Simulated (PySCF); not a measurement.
## Barium: highly charged ions in a basis for the neutral atom

Ba⁹⁺ [Kr] 4d10 5s1, Ba¹⁰⁺ [Kr] 4d10. Calculation: PySCF 2.14, in Sapporo-DKH3-DZP-2012 (8s6p3d, 41 functions); scalar relativity by spin-free X2C-1e. No spin-orbit coupling, so a gap to NIST mixes the basis error with missing relativistic terms.

Changed run: basis of the neutral atom used for a highly charged ion. This setting is unsound on purpose.

| species | method | sound run (hartree) | changed run (hartree) | converged |
| --- | --- | --- | --- | --- |
| Ba⁹⁺ | UHF | not run | -8111.34773 | yes |
| Ba⁹⁺ | M06-L | not run | -8114.04378 | yes |
| Ba⁹⁺ | BP86 | not run | -8114.99695 | yes |
| Ba¹⁰⁺ | UHF | not run | -8106.02628 | yes |
| Ba¹⁰⁺ | M06-L | not run | -8108.70375 | yes |
| Ba¹⁰⁺ | BP86 | not run | -8109.57661 | yes |

Ionisation energy of Ba⁹⁺:

```tsv
method	changed run (eV)	NIST (eV)
UHF	144.80	146.52 ± 0.12
M06-L	145.31	146.52 ± 0.12
BP86	147.49	146.52 ± 0.12
```

The contracted functions were made for the neutral atom and can be too rigid for a highly charged ion.
